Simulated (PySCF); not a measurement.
Job file and geometry (Å, from GFN2-xTB) of an NMR shielding run on SMILES BOCC(F)=C(F)F, C3H4BF3O, PySCF, GIAO PBE0/pcSseg-1 NMR shielding, non-relativistic, gas phase; density fitting, a coarse starting grid and PySCF grid level 2 are the driver's defaults:

```
{"job": {"kind": "nmr", "xc": "PBE0", "basis": "pcSseg-1"}, "charge": 0, "multiplicity": 1}
B      1.502629    -1.496573     0.057894
O      0.493580    -0.943917     0.719691
C      0.354865     0.425495     0.951678
C     -0.839614     1.003972     0.243878
F     -1.131258     2.262504     0.629407
C     -1.603674     0.439373    -0.682829
F     -2.645209     1.026722    -1.255492
F     -1.432980    -0.777650    -1.169184
H      1.458680    -2.659763    -0.034246
H      2.383978    -0.852435    -0.389430
H      1.250563     0.985031     0.637590
H      0.209637     0.586555     2.029736
```

Problem. What does the program print?

Solution. 
```
coarse grid: 11168 points
cycle   1  E = -515.5170131099  dE =  1.261e+00  |g| = 8.548e-01  |ddm| = 3.095e+00
cycle   2  E = -515.3624119697  dE =  1.546e-01  |g| = 1.302e+00  |ddm| = 1.383e+00
cycle   3  E = -515.6379591596  dE = -2.755e-01  |g| = 7.499e-02  |ddm| = 8.993e-01
cycle   4  E = -515.6387612507  dE = -8.021e-04  |g| = 3.547e-02  |ddm| = 6.056e-02
cycle   5  E = -515.6389723013  dE = -2.111e-04  |g| = 1.183e-02  |ddm| = 2.752e-02
cycle   6  E = -515.6389937730  dE = -2.147e-05  |g| = 3.083e-03  |ddm| = 9.189e-03
cycle   7  E = -515.6389954599  dE = -1.687e-06  |g| = 7.261e-04  |ddm| = 2.588e-03
final grid: 112344 points
cycle   8  E = -515.7144970893  dE = -4.284e-05  |g| = 9.852e-03  |ddm| = 2.199e-02
cycle   9  E = -515.7144771633  dE =  1.993e-05  |g| = 1.501e-02  |ddm| = 1.394e-02
cycle  10  E = -515.7145144271  dE = -3.726e-05  |g| = 9.246e-04  |ddm| = 8.811e-03
cycle  11  E = -515.7145146146  dE = -1.875e-07  |g| = 3.019e-04  |ddm| = 1.065e-03
cycle  12  E = -515.7145146298  dE = -1.524e-08  |g| = 1.238e-04  |ddm| = 3.036e-04
cycle  13  E = -515.7145146323  dE = -2.513e-09  |g| = 2.859e-05  |ddm| = 9.624e-05
cycle  14  E = -515.7145146325  dE = -1.648e-10  |g| = 7.191e-06  |ddm| = 2.599e-05
converged SCF energy = -515.7145146325

GIAO shielding tensors (ppm)
atom      isotropic    diamagn.    paramagn.     s11        s22        s33       span
  0 B       52.606     195.630    -143.024     16.532     43.163     98.123     81.591
  1 O      133.292     394.893    -261.602    -86.528    124.890    361.512    448.040
  2 C      113.224     242.851    -129.627     85.304     95.342    159.026     73.721
  3 C       51.058     254.283    -203.225     12.376     53.588     87.210     74.834
  4 F      373.057     469.417     -96.360    312.835    385.023    421.315    108.480
  5 C       19.032     248.764    -229.732    -41.974     41.239     57.832     99.806
  6 F      268.375     469.375    -200.999    246.810    267.631    290.684     43.874
  7 F      295.978     475.213    -179.235    270.764    296.475    320.696     49.932
  8 H       26.712      30.501      -3.789     25.936     26.106     28.093      2.157
  9 H       26.422      30.752      -4.330     24.683     26.540     28.043      3.360
 10 H       26.591      28.858      -2.266     23.752     26.591     29.431      5.679
 11 H       26.316      26.930      -0.614     22.829     26.394     29.724      6.895
```

Size and cost of the density-fitted run: 156 basis functions, 31 s wall time on 1 thread of an Arm Neoverse N1, shared host.
